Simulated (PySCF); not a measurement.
Bonds (- single, = double, # triple, : aromatic): C1-C2, C2=C3, C3-C4, C4-O5, O5-Si6. C1 carries H7, H8, H9; C2 carries H10; C3 carries H11; C4 carries H12, H13; Si6 carries H14, H15, H16. Stereochemistry as in C/C=C/CO[SiH3].

Geometry: PBE0-D3(BJ)/def2-SVP; GIAO absolute shieldings from PySCF, gas phase, non-relativistic, averaged over equivalent atoms.

At OPBE/pcSseg-1 (159 basis functions, 25 s wall time on 1 thread of an Arm Neoverse V1, shared host):
```tsv
atoms	σ (ppm)
C3	57.0
C2	61.3
C4	117.2
C1	163.6
O5	314.4
Si6	388.7
H10	25.10
H11	25.71
H14/H15/H16	26.27
H12/H13	26.90
H7/H8/H9	29.36
```

Estimate the result of repeating the calculation with BHandHLYP/pcSseg-1.

## Answers


```csv
atoms,σ at BHandHLYP/pcSseg-1,change
C3,48.2,-8.8
C2,49.9,-11.4
C4,119.1,+1.9
C1,163.9,+0.3
O5,329.7,+15.3
Si6,393.9,+5.2
H10,25.25,+0.15
H11,26.02,+0.31
H14/H15/H16,26.89,+0.62
H12/H13,27.45,+0.55
H7/H8/H9,29.61,+0.25
```

The largest change is at O5 (oxygen bonded to C, Si). Cost: 159 basis functions, 14 s wall time on 1 thread of an Arm Neoverse V1, shared host. The order of the carbon signals is the same at both levels.
